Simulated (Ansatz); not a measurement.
Reaction (formal exchange of groups at a C–C bond): `CC[SiH2]C` + `F[SiH3]` → `C[SiH2]C[SiH2]F` + CH₄

Computed with Ansatz on PBE0-D4/def2-TZVP structures; ΔE is electronic, products minus reactants. CCSD(T)/CBS is the MP2 limit (def2-TZVPP, def2-QZVPP) plus CCSD(T) − MP2 in def2-TZVPP, frozen cores. This one scheme is used for every species. DFT in def2-TZVPP. Each species was taken in one conformer, which may not be the lowest.

| level | ΔE (kcal/mol) |
| --- | --- |
| ωB97M-V | -18.6 |
| HF/def2-TZVPP | -15.7 |
| CCSD(T)/def2-TZVPP | -17.5 |
| MP2/CBS(def2) | -18.6 |

Question: What does CCSD(T)/CBS give? (An estimate is asked.)

Answer: The calculation gave: -18.0 kcal/mol. The listed levels differ from it by -0.6, 2.3, 0.5, -0.6 kcal/mol.

Largest T1 diagnostic among the species: 0.011.

The D4 term adds −1.2 kcal/mol with B3LYP and −0.7 kcal/mol with PBE0; it sums over pairs of atoms, weighted by their polarisabilities, and B3LYP, whose exchange is more repulsive, gets the larger term. In def2-TZVPP, CCSD(T) changes the Hartree–Fock value by −1.9 kcal/mol (the triples alone add −0.3 kcal/mol) and MP2 by −2.5 kcal/mol.

B3LYP here is the variant with VWN-RPA as its local correlation; programs differ in this.
